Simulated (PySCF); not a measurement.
Isomers of C3H5Br, mass 119.957 u with the commonest isotopes. Theory: PySCF, PBE0-D3(BJ)/def2-SVP geometry optimisation, gas phase. One conformer each, none proved a minimum here; rigid rotors.

Problem. Order these by out-of-plane moment Σ m c² = (Ia + Ib − Ic)/2, smallest first.
A. `BrC1CC1`
B. `[CH2:1]=[CH:2][CH2:3][Br:4]` with C1–C2–C3–Br4 116°
C. 2-bromopropene (`C=C(C)Br`)

Solution. C (1.58 u·Å²), B (9.15 u·Å²), A (10.44 u·Å²).

Problem. Order these by rotational constant C, smallest first.
A. `C=C(C)Br` (2-bromopropene)
B. `[CH2:1]=[CH:2][CH2:3][Br:4]` with C1–C2–C3–Br4 116°
C. `BrC1CC1`

Solution. B (1906 MHz), A (2383 MHz), C (2445 MHz).

Problem. Order these by rotational constant A, largest first.
A. `BrC1CC1`
B. `C=C(C)Br` (2-bromopropene)
C. `[CH2:1]=[CH:2][CH2:3][Br:4]` with C1–C2–C3–Br4 116°

Solution. C (19354 MHz), A (16560 MHz), B (9256 MHz).

```tsv
SMILES	point group	Ia (u·Å²)	Ib (u·Å²)	Ic (u·Å²)	κ	μa (D)	μb (D)	μc (D)
C=CCBr	C1	26.11	257.32	265.12	-0.99	1.71	0.81	0.03
C=C(C)Br	Cs	54.60	160.65	212.09	-0.78	1.55	0.28	0.00
BrC1CC1	Cs	30.52	197.05	206.69	-0.98	1.78	0.00	0.35
```
